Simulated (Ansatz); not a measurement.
A made-up structure of B3H4Cl, closed shell:

B1  (-0.390, 1.366, -0.579)
B2  (-0.215, -0.243, -0.240)
B3  (0.677, -1.042, 0.900)
Cl4  (-1.163, -1.313, -1.298)
H5  (-1.252, 2.021, -0.065)
H6  (0.166, -0.172, 0.842)
H7  (1.795, -1.407, 0.672)
H8  (0.224, -1.301, 1.978)
(Å)

It is relaxed with PBE-D4/def2-SVP and then PBE0-D4/def2-TZVP (Ansatz 0.2.0). Atoms count as bonded within 1.22 times the sum of their covalent radii (H–H: 0.88 Å). The end point is not checked to be a true minimum.

Does its bonding change? (Judge from chemistry; the calculation decides.)

Computed: Yes. Formed: B1–Cl4; broken: B2–Cl4, B3–H6.

Where it ends: The first stage lowers the energy by 5.12 eV in 24 steps. It ends as B₃H₄Cl ([BH2][BH][BH][Cl]):
```tsv
atom	x (Å)	y (Å)	z (Å)
B1	-0.8098	0.5804	-0.5981
B2	-0.1828	-0.0791	0.7804
B3	1.0441	-1.1360	0.8793
Cl4	-2.1222	-0.2424	-1.4139
H5	-0.4307	1.6019	-1.0910
H6	-0.6927	0.2750	1.8145
H7	2.1808	-0.7707	0.9926
H8	0.8565	-2.3198	0.8454
```

Labels in which every atom is bracketed show which atoms are joined, not bond orders.

For scale, one of the runs: PBE0-D4/def2-TZVP relaxation, 154 basis functions, launched by `ansatz run in.yaml --threads 2 --pin off --events-out ev --progress --plain --max-ram 4352MiB`. The run took about 31 s on 2 CPU threads of an Arm Neoverse V1 (shared host).
